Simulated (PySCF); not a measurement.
A calculated (r2SCAN, PySCF 2.14, def2-TZVP, the non-relativistic Hamiltonian (point nucleus)) atom or ion has these occupied shells.

```json
{"shell": "1s α", "electrons": "1", "orbital energy (eV)": "-13134.4", "rms radius, mean of both spins (bohr)": "0.0506"}
{"shell": "1s β", "electrons": "1", "orbital energy (eV)": "-13134.2", "rms radius, mean of both spins (bohr)": "0.0506"}
{"shell": "2s α", "electrons": "1", "orbital energy (eV)": "-1707.4", "rms radius, mean of both spins (bohr)": "0.210"}
{"shell": "2s β", "electrons": "1", "orbital energy (eV)": "-1707.4", "rms radius, mean of both spins (bohr)": "0.210"}
{"shell": "2p α", "electrons": "3", "orbital energy (eV)": "-1538.2", "rms radius, mean of both spins (bohr)": "0.185"}
{"shell": "2p β", "electrons": "3", "orbital energy (eV)": "-1538.1", "rms radius, mean of both spins (bohr)": "0.185"}
{"shell": "3s α", "electrons": "1", "orbital energy (eV)": "-247.10", "rms radius, mean of both spins (bohr)": "0.601"}
{"shell": "3s β", "electrons": "1", "orbital energy (eV)": "-246.92", "rms radius, mean of both spins (bohr)": "0.601"}
{"shell": "3p α", "electrons": "3", "orbital energy (eV)": "-187.20", "rms radius, mean of both spins (bohr)": "0.614"}
{"shell": "3p β", "electrons": "3", "orbital energy (eV)": "-186.99", "rms radius, mean of both spins (bohr)": "0.614"}
{"shell": "3d α", "electrons": "5", "orbital energy (eV)": "-81.082", "rms radius, mean of both spins (bohr)": "0.653"}
{"shell": "3d β", "electrons": "5", "orbital energy (eV)": "-80.789", "rms radius, mean of both spins (bohr)": "0.653"}
{"shell": "4s α", "electrons": "1", "orbital energy (eV)": "-31.447", "rms radius, mean of both spins (bohr)": "1.79"}
{"shell": "4s β", "electrons": "1", "orbital energy (eV)": "-28.599", "rms radius, mean of both spins (bohr)": "1.79"}
{"shell": "4p α", "electrons": "3", "orbital energy (eV)": "-18.769", "rms radius, mean of both spins (bohr)": "2.10"}
{"shell": "4p β", "electrons": "1", "orbital energy (eV)": "-16.900", "rms radius, mean of both spins (bohr)": "2.10"}
```

Q: Name the element and its charge.

A: Br⁺ (bromine, charge +1), in [Ar] 3d10 4s2 4p4, high-spin 3P determinant.
